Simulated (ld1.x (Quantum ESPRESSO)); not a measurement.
## What one change does to a pseudopotential (S, ultrasoft)

sulfur, ultrasoft, made with ld1.x (Quantum ESPRESSO) 7.5 (revPBE, non-relativistic). Core [Ne], reference 3s2 3p2 (charge +2). Waves: 3s (bound): rcut 1.20, rcutus 1.45 bohr; 3s channel at -1.35 Ry: rcut 1.20, rcutus 1.45 bohr; 3p (bound): rcut 1.35, rcutus 1.80 bohr; 3p channel at -1.65 Ry: rcut 1.35, rcutus 1.80 bohr; 3d channel at 0.5 Ry: rcut 1.35, rcutus 1.50 bohr. Local part: all-electron potential smoothed inside 1.10 bohr (lloc = -1). Core correction: a·sin(br)/r model core inside 1.05 bohr. Augmentation charge: built from norm-conserving waves at rcut, not smoothed further.

Change: reference 3s1.5 3p4.5.

Cutoffs: the cutoffs (Ry, on a coarse ladder) from which the occupation-weighted sum of valence levels, in a spherical-Bessel basis at the reference potential, stays within 10 and 1 mRy of its value at 400 Ry; they do not see the model core or the augmentation charge, which bear on the density cutoff. Errors are all-electron minus pseudo energies relative to the spin-unpolarised reference configuration.

**Question.** What does the change do?

**Answer.** The potential gets neither clearly harder nor softer (18 Ry and 30 Ry → 18 Ry and 30 Ry); the range in which the s phases agree widens (upper end 3.9 → at the end of the scan); neither file shows a bound ghost.

```tsv
quantity	base	changed
cutoff, loose	18 Ry	18 Ry
cutoff, tight	30 Ry	30 Ry
bound ghosts	none	none
largest error over its own tests, meV	+45	+97
s: phases at 1.96 bohr within 0.05 rad from the reference energy up to (Ry; the scan ends near 5)	3.9	to the end of the scan
p: phases at 1.96 bohr within 0.05 rad from the reference energy up to (Ry; the scan ends near 5)	to the end of the scan	to the end of the scan
d: phases at 1.96 bohr within 0.05 rad from the reference energy up to (Ry; the scan ends near 5)	4.0	to the end of the scan
lowest overlap eigenvalue by channel	s 0.34, p 0.78, d 1.00	s 0.34, p 0.79, d 1.00
```
